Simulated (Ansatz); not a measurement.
**A rate constant, worked out**

An elementary step of BN₂H₉O, closed shell (BH₃O ([BH2][OH]) + NH₃ + NH₃ → BNH₄ ([BH2][NH2]) + H₂O + NH₃ (still joined by a long B–O bond); B–O, H–N, H–N broken or loosened, B–N, O–H, H–N formed or tightened). The start structure is the complex of the reactants, bound by 1.01 eV, and the electronic barrier above it is 0.950 eV by CCSD(T) at an estimated basis limit (MP2 extrapolated from triple and quadruple zeta, plus CCSD(T) − MP2 in triple zeta). Ansatz 0.2.0; basis: def2-TZVPP and def2-QZVPP; cores frozen in the correlated methods. Extrapolation: Hartree–Fock as exp(−7.88 √X), correlation as X^−2.97. Harmonic wavenumbers at PBE0-D4/def2-TZVP (Ansatz 0.2.0), in cm⁻¹:

Start: 94, 165, 190, 207, 231, 277, 370, 399, 508, 652, 705, 868, 890, 1010, 1093, 1131, 1139, 1190, 1238, 1374, 1634, 1660, 1691, 1701, 2410, 2440, 3130, 3424, 3527, 3578, 3604, 3633, 3945.

Saddle: 620i, 77, 299, 350, 415, 439, 510, 559, 624, 707, 744, 805, 849, 893, 928, 1109, 1123, 1199, 1211, 1316, 1527, 1611, 1650, 1706, 1784, 2407, 2453, 2476, 3533, 3554, 3613, 3647, 3917.

Work out the transition-state-theory rate constant at 600 K from these numbers alone (harmonic vibrations; rotation, path degeneracy and anharmonicity left out), and the Wigner tunnelling factor. Use 1 cm⁻¹ = 1.2398 × 10⁻⁴ eV and k_B = 8.617 × 10⁻⁵ eV/K.

Zero-point energies, half the sums: start 50108/2 cm⁻¹ = 3.1063 eV; saddle, real modes only, 48035/2 cm⁻¹ = 2.9778 eV.
Barrier with zero-point energy: 0.950 + 2.9778 − 3.1063 = 0.8215 eV.
k_BT = 0.05170 eV, so the barrier is 15.89 k_BT.
Vibrational partition functions from the zero-point level, ln q = −Σ ln(1 − exp(−hν/k_BT)): start 8.840, saddle 6.142.
k = (k_BT/h) exp(ln q‡ − ln q) exp(−E0/k_BT), with log₁₀(k_BT/h in s⁻¹) = 13.10: log₁₀ k = 13.10 + (-2.698 − 15.89)/2.3026 = 5.03, so k ≈ 1 × 10^(5) s⁻¹.
Wigner factor: 1 + (hν‡/k_BT)²/24 = 1 + (1.49)²/24 = 1.09. A change of 1 kcal/mol (0.043 eV) in the barrier would change k by a factor of 2.3 at this temperature.

No T1 diagnostic of these runs exceeds 0.010.

Labels in which every atom is bracketed show which atoms are joined, not bond orders.

For scale, one of the runs: CCSD(T)/def2-TZVPP, 250 basis functions, launched by `ansatz run in.yaml --threads 4 --pin off --events-out ev --progress --plain --max-ram 9574MiB`. The run took 3.6 min on 4 CPU threads of an Intel Xeon (shared host), with 5.7 GiB of host memory at its peak.
